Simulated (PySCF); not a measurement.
Static polarisabilities and like-pair C6 coefficients by linear response at wB97X-D/def2-SVPD (PySCF, frozen core in the response, non-relativistic, gas phase), PBE0-D3(BJ)/def2-SVP geometries, one conformer each; atomic units unless stated.

```tsv
label	species	α	C6
P	`C=C(C)CCC`	75.0	2375
Q	`N#CC1=C2C=CC=CC2=CS1`	131.7	5682
R	`CC(C(=C)C)C`	75.3	2383
S	`C=C/C(=C/F)C(F)=C(F)F`	79.2	2518
T	`FC1=C(C(F)(F)F)C=CC1`	69.5	2250
```

Estimate the unlike-pair coefficients by the rule C6(AB) = 2·C6(AA)·C6(BB) / [C6(AA)·αB/αA + C6(BB)·αA/αB], and compare with the geometric mean, for PQ, PR, PS, QR, QT, RS, RT and ST.

| pair | combination rule | geometric mean | ratio |
| --- | --- | --- | --- |
| PQ | 3645 | 3674 | 0.992 |
| PR | 2379 | 2379 | 1.000 |
| PS | 2445 | 2445 | 1.000 |
| QR | 3651 | 3680 | 0.992 |
| QT | 3521 | 3576 | 0.985 |
| RS | 2449 | 2449 | 1.000 |
| RT | 2313 | 2316 | 0.999 |
| ST | 2374 | 2380 | 0.997 |

The rule is exact for one-pole polarisabilities and never exceeds the geometric mean; the two meet where both partners have the same effective excitation energy. These unlike-pair values are estimates, not computed integrals.
